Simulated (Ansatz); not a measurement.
Species: CdSe, charge 0, singlet. CdSe (SMILES [Cd]=[Se]).
B3LYP-D3(BJ)/def2-TZVP minimum from Ansatz (an electronic-structure program):
```xyz
2

Cd     0.0000     0.0000    -0.9919
Se     0.0000     0.0000     1.4003
```

Total energies in def2-TZVPP, 18 correlated electrons, 18 frozen orbitals. Open shells are spin-unrestricted; no spin-orbit coupling. Correlated methods leave the cores frozen (noble-gas shells, and filled d and f shells in the p block). Past Kr the def2 sets carry scalar-relativistic core potentials. The restricted determinant of CdSe ([Se]=[Cd], singlet) is unstable towards broken spin symmetry in at least one set run.

```csv
method,program,energy (Eh),minus CCSDT(Q) (mEh)
HF,Ansatz,-2566.69112,595.39
MP2,Ansatz,-2567.28292,3.59
CCSD,Ansatz,-2567.26032,26.19
CCSD(T),Ansatz,-2567.28555,0.97
CCSDT(Q),Ansatz,-2567.28651,0.00
```

Rough core times of Ansatz's runs on a shared machine: CCSD(T) under 20 s, CCSDT(Q) 4 min.
